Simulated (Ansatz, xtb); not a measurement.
Relative energy of two isomers of C3H2FN3O2

Structure X: `O=C(O)c1nnc(F)[nH]1`, a singlet. Structure Y: `O=C(O)c1n[nH]c(F)n1`, a singlet. Both are isolated molecules in the gas phase, relaxed with PBE0-D3(BJ)/def2-SVP; the shapes shown needn't be the lowest conformers.

X (Å):

| atom | x (Å) | y (Å) | z (Å) |
| --- | --- | --- | --- |
| C | -2.9729 | 1.2994 | 0.6291 |
| C | -1.7555 | 0.7638 | 1.2662 |
| C | 0.0868 | -0.2714 | 1.5537 |
| F | 1.1355 | -0.9982 | 1.3032 |
| N | -1.3769 | 0.9435 | 2.5063 |
| N | -0.2076 | 0.2865 | 2.6888 |
| N | -0.8393 | -0.0174 | 0.6071 |
| O | -3.7995 | 1.9821 | 1.1586 |
| O | -3.0269 | 0.9057 | -0.6580 |
| H | -3.8389 | 1.2794 | -1.0331 |
| H | -0.8694 | -0.3201 | -0.3594 |

Y (Å):

```yaml
atoms:
  - { symbol: C, position_ang: [-3.0250, 1.3062, 0.3630] }
  - { symbol: C, position_ang: [-1.7561, 0.6942, 0.8351] }
  - { symbol: C, position_ang: [0.0883, 0.5208, 1.7367] }
  - { symbol: F, position_ang: [1.2148, 0.6837, 2.3683] }
  - { symbol: N, position_ang: [-1.4419, -0.5711, 0.6171] }
  - { symbol: N, position_ang: [-0.2475, -0.6720, 1.2044] }
  - { symbol: N, position_ang: [-0.8281, 1.4091, 1.5299] }
  - { symbol: O, position_ang: [-3.3246, 2.4525, 0.5514] }
  - { symbol: O, position_ang: [-3.7890, 0.4312, -0.2934] }
  - { symbol: H, position_ang: [-4.5847, 0.9166, -0.5590] }
  - { symbol: H, position_ang: [0.2687, -1.5446, 1.2088] }
```

Quicker runs give these differences E(Y) − E(X): GFN2-xTB −1.4 kcal/mol; HF/STO-3G −3.0 kcal/mol (at GFN2-xTB geometries); r2SCAN-D4/def2-SVP −6.5 kcal/mol (at GFN2-xTB geometries).

Problem. Estimate E(Y) − E(X) at the level CCSD(T)/def2-SVP + ΔMP2/def2-TZVPP.

Solution. Calculated at CCSD(T)/def2-SVP + ΔMP2/def2-TZVPP: E(Y) − E(X) = −5.7 kcal/mol, so structure Y lies lower.

Level by level:

```
                             level              geometry  E(Y) − E(X) (kcal/mol)  departure from the last row (kcal/mol)  job, with rough time for the two
                          GFN2-xTB              GFN2-xTB                      −1.4                                    +4.3              optimisation, 0.36 s
                         HF/STO-3G              GFN2-xTB                      −3.0                                    +2.7               single point, 1.7 s
                r2SCAN-D4/def2-SVP              GFN2-xTB                      −6.5                                    −0.8               single point, 9.9 s
              PBE0-D3(BJ)/def2-SVP  PBE0-D3(BJ)/def2-SVP                      −6.8                                    −1.1             optimisation, 1.7 min
                       HF/def2-SVP  PBE0-D3(BJ)/def2-SVP                      −7.5                                    −1.8           part of the CCSD(T) run
                      MP2/def2-SVP  PBE0-D3(BJ)/def2-SVP                      −7.1                                    −1.4           part of the CCSD(T) run
                  CCSD(T)/def2-SVP  PBE0-D3(BJ)/def2-SVP                      −6.7                                    −1.0                      single point
CCSD(T)/def2-SVP + ΔMP2/def2-TZVPP  PBE0-D3(BJ)/def2-SVP                      −5.7                                                     single point, 4.2 min
```

As drawn, both hold the same kinds of bond in the same numbers.

The levels shown agree on the order. The largest departure from CCSD(T)/def2-SVP + ΔMP2/def2-TZVPP is that of GFN2-xTB, 4.3 kcal/mol. The last row adds to CCSD(T) the change of the MP2 difference between the two basis sets, here +1.0 kcal/mol.

With thermal terms from frequencies at re-optimised GFN2-xTB minima (ideal gas, soft modes damped towards free rotors, one conformer each, 298.15 K, 1 atm): the zero-point term adds +0.1 kcal/mol; ΔH is −5.5 and ΔG −5.6 kcal/mol.

The correlated steps freeze 9 core orbitals. Codes used: Ansatz 0.2.0, xtb 6.7.1; the last row on 2 threads of Intel(R) Xeon(R) Processor @ 2.50GHz (Skylake/Cascade Lake) on a shared host.
